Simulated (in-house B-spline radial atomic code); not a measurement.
Radial electron density of the bismuth ion Bi⁶⁺, [Xe] 4f14 5d9. All numbers are computed (scalar-relativistic (X2C) TPSSh, spin-polarised, spherical fractional occupations, exact exchange averaged over the configuration; Fermi nucleus of rms radius 5.5211 fm) with a B-spline radial code for spherical atoms, not measured.

One-electron X2C: radii and densities carry no picture-change correction, so inner-shell <1/r> comes out high (for 1s by about 2 % at Z = 33, 5 % at 54, 10 % at 75, 30 % at 118) and <r> low.

Columns: r (bohr), 4πr²n(r) (electrons per bohr), bar.

```
0.000241    3.546 #
0.000296    4.674 #
0.000365    6.162 ##
0.000449    8.063 ##
0.000552     10.5 ###
0.000679    13.62 ####
0.000835    17.57 #####
 0.00103    22.62 ######
 0.00126    28.64 ########
 0.00155    36.19 ##########
 0.00191    45.33 #############
 0.00235    55.96 ################
 0.00289    67.96 ###################
 0.00356    81.04 #######################
 0.00438    94.23 ###########################
 0.00538    106.3 ##############################
 0.00662    115.9 #################################
 0.00815    121.4 ##################################
    0.01    121.5 ##################################
  0.0123    116.5 #################################
  0.0152    108.5 ###############################
  0.0187    102.6 #############################
  0.0229    104.3 #############################
  0.0282    117.1 #################################
  0.0347    137.5 #######################################
  0.0427    154.7 ############################################
  0.0525    156.4 ############################################
  0.0646    140.9 ########################################
  0.0795    124.5 ###################################
  0.0978    126.7 ####################################
    0.12    143.4 ########################################
   0.148    145.2 #########################################
   0.182    116.8 #################################
   0.224    87.36 #########################
   0.275    88.06 #########################
   0.339    100.2 ############################
   0.417    87.86 #########################
   0.513    56.59 ################
   0.631     34.5 ##########
   0.776    27.54 ########
   0.954    23.32 #######
    1.17    15.79 ####
    1.44    7.886 ##
    1.78    2.745 #
    2.19   0.6684 
    2.69   0.1046 
    3.31 0.008773 
    4.07 0.0003469
```

On this grid the curve has 4 maxima, near 0.01, 0.0525, 0.148, 0.339 bohr.

The 5d up radial function P(r) = rR(r), positive near the nucleus:

```csv
r (bohr),P
0.00538,0.001249
0.00815,0.003651
0.0123,0.01032
0.0187,0.0284
0.0282,0.07109
0.0427,0.1588
0.0646,0.2906
0.0978,0.3774
0.148,0.2083
0.224,-0.2766
0.339,-0.5436
0.513,0.007135
0.776,0.8615
1.17,1.013
1.78,0.5085
2.69,0.1056
4.07,0.006098
```
